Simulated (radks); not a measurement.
Spherical quantum dot in the effective-mass picture: electrons in a hard-walled sphere of radius 3.63, with a point charge +2 (a donor) at the centre, all in effective atomic units (hartree* = m*/eps^2 hartree, bohr* = eps/m* bohr), one dielectric constant everywhere. Calculated with a radial shooting solver with Libxc functionals: non-relativistic Kohn-Sham, exchange-only LDA, spin-polarised, spherical densities. Levels are named by radial order and angular momentum (1s, 1p, 1d, 2s, ...), and open shells are averaged over m. Each electron was tried in the lowest free levels, single moves between levels near the top were tried too, and the lowest total energy was kept; such a search can miss a lower state. At N = 1 the Hartree and exchange-correlation terms need not cancel, so that row can carry a self-interaction error.

| N | open shells | 2S | E (hartree*) | mu = E(N) - E(N-1) (hartree*) | addition energy mu(N+1) - mu(N) (hartree*) | e(HOMO) (hartree*) | rms radius (bohr*) |
|---|---|---|---|---|---|---|---|
| 1 | 1s(up 1, down 0) | 1 | -1.91196 | -1.9120 | 1.112 | -1.4773 | 0.8917 |
| 2 | none | 0 | -2.71204 | -0.80008 | 1.493 | -0.49111 | 1.088 |
| 3 | 1p(up 1, down 0) | 1 | -2.01933 | 0.69271 | 0.3485 | 0.86117 | 1.552 |
| 4 | 1p(up 2, down 0) | 2 | -0.978154 | 1.0412 | 0.3654 | 1.2231 | 1.762 |
| 5 | 1p(up 3, down 0) | 3 | 0.428419 | 1.4066 | 0.4976 | 1.5903 | 1.892 |
| 6 | 1p(up 3, down 0) 2s(up 1, down 0) | 4 | 2.33258 | 1.9042 | 0.3766 | 2.0944 | 1.990 |
| 7 | 1p(up 3, down 2) | 1 | 4.61335 | 2.2808 | 0.3153 | 2.4231 | 2.061 |
| 8 | none | 0 | 7.20939 | 2.5960 | 0.4541 | 2.7698 | 2.119 |
| 9 | 2s(up 1, down 0) | 1 | 10.2595 | 3.0501 | 0.4503 | 3.2332 | 2.168 |
| 10 | none | 0 | 13.7600 | 3.5005 | 0.5909 | 3.7063 | 2.198 |
| 11 | 1d(up 1, down 0) | 1 | 17.8514 | 4.0913 | 0.3321 | 4.2570 | 2.244 |
| 12 | 1d(up 2, down 0) | 2 | 22.2748 | 4.4235 | 0.3339 | 4.5902 | 2.283 |
| 13 | 1d(up 3, down 0) | 3 | 27.0322 | 4.7574 | 0.3348 | 4.9247 | 2.316 |
| 14 | 1d(up 4, down 0) | 4 | 32.1244 | 5.0922 | 0.3353 | 5.2598 | 2.346 |
| 15 | 1d(up 5, down 0) | 5 | 37.5518 | 5.4274 | 0.4479 | 5.5951 | 2.372 |
| 16 | 1d(up 5, down 1) | 4 | 43.4272 | 5.8754 | 0.3246 | 6.0372 | 2.396 |
| 17 | 1d(up 5, down 2) | 3 | 49.6272 | 6.2000 | 0.3268 | 6.3631 | 2.418 |
| 18 | 1d(up 5, down 3) | 2 | 56.1539 | 6.5268 | 0.3281 | 6.6907 | 2.437 |
| 19 | 1d(up 5, down 4) | 1 | 63.0088 | 6.8549 | 0.3289 | 7.0192 | 2.456 |
| 20 | none | 0 | 70.1926 | 7.1838 | 0.8116 | 7.3484 | 2.472 |
| 21 | 1f(up 1, down 0) | 1 | 78.1880 | 7.9954 | 0.3231 | 8.1569 | 2.491 |
| 22 | 1f(up 2, down 0) | 2 | 86.5065 | 8.3185 | 0.3236 | 8.4803 | 2.508 |
| 23 | 1f(up 3, down 0) | 3 | 95.1487 | 8.6422 | 0.3240 | 8.8041 | 2.523 |
| 24 | 1f(up 4, down 0) | 4 | 104.115 | 8.9662 | 0.3243 | 9.1283 | 2.538 |
| 25 | 1f(up 5, down 0) | 5 | 113.405 | 9.2905 | 0.3244 | 9.4527 | 2.551 |
| 26 | 1f(up 6, down 0) | 6 | 123.020 | 9.6149 | 0.3245 | 9.7771 | 2.564 |
| 27 | 1f(up 7, down 0) | 7 | 132.960 | 9.9394 | 0.4296 | 10.102 | 2.576 |
| 28 | 1f(up 7, down 1) | 6 | 143.329 | 10.369 | 0.3189 | 10.528 | 2.587 |
| 29 | 1f(up 7, down 2) | 5 | 154.016 | 10.688 | 0.3195 | 10.848 | 2.598 |
| 30 | 1f(up 7, down 3) | 4 | 165.024 | 11.007 | 0.3200 | 11.167 | 2.608 |
| 31 | 1f(up 7, down 4) | 3 | 176.351 | 11.327 | 0.3204 | 11.488 | 2.618 |
| 32 | 1f(up 7, down 5) | 2 | 187.999 | 11.648 | 0.3207 | 11.808 | 2.627 |
| 33 | 1f(up 7, down 6) | 1 | 199.968 | 11.968 | 0.3208 | 12.129 | 2.636 |
| 34 | none | 0 | 212.257 | 12.289 | 0.8845 | 12.450 | 2.644 |
| 35 | 1g(up 1, down 0) | 1 | 225.431 | 13.174 | 0.3173 | 13.332 | 2.653 |
| 36 | 1g(up 2, down 0) | 2 | 238.922 | 13.491 | 0.3174 | 13.650 | 2.662 |
| 37 | 1g(up 3, down 0) | 3 | 252.730 | 13.808 | - | 13.967 | 2.670 |

All shells are closed at N = 2, 8, 10, 20, 34 (there: 1s2 1p6 1d10 2s2 1f14); the second difference of the energy has clear peaks (12 % above both neighbours; the first and last values, which can be the largest, are not judged, and half-filled shells can peak too) at N = 2, 5, 10, 15, 20, 27, 34.
